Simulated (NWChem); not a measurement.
C₃ClF₃; SMILES FC(=C=C(F)Cl)F

All runs: NWChem. The geometry was optimised at B3LYP/6-31G* (spherical d). Level PBE/def2-SVP: energy and gradient on several grids; changes count from the extra-fine grid, which is no exact limit either.

```csv
grid,size of the energy change (μHa),largest change of a gradient component (μHa/bohr)
xcoarse,10000,3000
coarse,100,100
medium,< 10,< 30
fine,< 10,< 30
xfine,< 10,< 30
```
